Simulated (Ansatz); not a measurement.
Consider the ligand exchange at a Mo–O bond: `[O]=[Mo]([OH])([Cl])([Cl])[Cl]` + HCl → `[O]=[Mo]([Cl])([Cl])([Cl])[Cl]` + H₂O.

Computed with Ansatz on PBE0-D4/def2-TZVP structures; ΔE is electronic, products minus reactants. CCSD(T)/CBS adds triple-zeta CCSD(T) − MP2 to the extrapolated MP2 energy (def2 sets, frozen cores). This one scheme is used for every species. DFT in def2-TZVPP. def2 core potentials past Kr. For Mo outer-core shells are correlated without core-valence functions, which leaves a few kJ/mol of doubt a bond. Each species was taken in one conformer, which may not be the lowest.

Question: Is it downhill or uphill in electronic energy at CCSD(T)/CBS, and by how much? (An estimate is asked.)

Answer: Ansatz gave: Downhill: ΔE = -14.0 kJ/mol.

Question: What do these levels give: BLYP-D4, r2SCAN-D4, r2SCAN0-D4, ωB97X-V, B2PLYP, PBE-QIDH, r2SCAN, r2SCANh, LC-ωPBE, HF/def2-SVP, CCSD/def2-SVP, HF/def2-QZVPP? (Best estimate.)

Answer: The calculation gave: BLYP-D4 -10.7, r2SCAN-D4 -8.7, r2SCAN0-D4 -10.3, ωB97X-V 2.0, B2PLYP -11.2, PBE-QIDH -15.3, r2SCAN -8.3, r2SCANh -8.9, LC-ωPBE 6.6, HF/def2-SVP 5.0, CCSD/def2-SVP 6.0, HF/def2-QZVPP -2.4 kJ/mol.

Largest T1 diagnostic among the species: 0.025, so the coupled-cluster value is less sure than usual.

At CCSD(T), def2-SVP lies +18.8 kJ/mol from the extrapolated value and def2-TZVPP +8.6 kJ/mol. The D4 term adds −4.2 kJ/mol with B3LYP and −2.2 kJ/mol with PBE0; it sums over pairs of atoms, weighted by their polarisabilities, and B3LYP, whose exchange is more repulsive, gets the larger term. Leaving LDA and LC-ωPBE aside and taking each functional with its dispersion term where it has one, the values spread over 17.3 kJ/mol, from PBE-QIDH to ωB97X-V.

B3LYP here is the variant with VWN-RPA as its local correlation; programs differ in this.
